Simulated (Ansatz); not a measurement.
Program: Ansatz. Geometries: PBE0-D4/def2-TZVP. ΔE: electronic, gas phase. CBS: MP2 limit from def2 TZ/QZ plus the TZ coupled-cluster correction, frozen cores. This one scheme is used for every species. Functionals use def2-TZVPP. One conformer a species, not always the lowest.

Reaction (ligand exchange at the Si–C bond): `O[SiH2]C[SiH2]O` + `[OH][AlH2]` → `O[SiH2][O][AlH2]` + `C[SiH2]O`

`O[SiH2]C[SiH2]O`:

```xyz
13

O    -1.663   -0.106   -1.450
Si   -1.644    0.207    0.163
C    -0.126   -0.556    0.957
Si    1.464    0.065    0.236
O     1.228    0.094   -1.413
H    -0.793   -0.029   -1.860
H    -1.623    1.671    0.450
H    -2.892   -0.368    0.725
H    -0.179   -1.644    0.846
H    -0.131   -0.332    2.030
H     1.770    1.437    0.726
H     2.629   -0.807    0.555
H     1.960    0.370   -1.966
```

`[OH][AlH2]`:

```xyz
5

O     0.992   -0.669    0.220
Al   -0.297    0.318   -0.268
H     1.002   -1.152    1.044
H    -1.568    0.469    0.667
H    -0.129    1.034   -1.663
```

`O[SiH2][O][AlH2]`:

Cartesian coordinates in Å:
```
O -0.553 1.121 1.804
Si 0.143 1.192 0.319
O 0.098 -0.229 -0.455
Al -0.116 -1.733 -1.181
H -0.088 0.647 2.494
H -0.653 2.199 -0.419
H 1.569 1.595 0.438
H -0.103 -3.009 -0.251
H -0.298 -1.782 -2.749
```

`C[SiH2]O`:

Z-matrix (Å, degrees):
```
C
Si 1 1.863
H 1 1.093 2 111.0
H 1 1.094 2 110.2 3 119.8
H 1 1.093 2 111.5 3 -120.7
O 2 1.652 1 112.6 3 57.7
H 2 1.492 1 108.9 3 -179.5
H 2 1.483 1 110.6 3 -59.4
H 6 0.957 2 117.7 1 68.6
```

CCSD(T)/CBS gives -26.3 kcal/mol.

**Question.** Another level gave -25.9 kcal/mol. Which?
A. CCSD/def2-TZVPP
B. r2SCAN-D4/def2-TZVPP
C. HF/def2-TZVPP
D. PBE/def2-TZVPP

**Answer.** B. r2SCAN-D4 -25.9, PBE -24.0, CCSD/def2-TZVPP -27.5, HF/def2-TZVPP -33.8 kcal/mol.

Largest T1 diagnostic among the species: 0.012.

The D4 term adds +2.0 kcal/mol with B3LYP and +1.1 kcal/mol with PBE0; it sums over pairs of atoms, weighted by their polarisabilities, and B3LYP, whose exchange is more repulsive, gets the larger term. From PBE to PBE0 (25 % exact exchange), in def2-TZVPP and without D4, ΔE moves by −1.3 kcal/mol. In def2-TZVPP, CCSD(T) changes the Hartree–Fock value by +7.4 kcal/mol (the triples alone add +1.1 kcal/mol) and MP2 by +7.5 kcal/mol.

B3LYP here is the variant with VWN-RPA as its local correlation; programs differ in this.
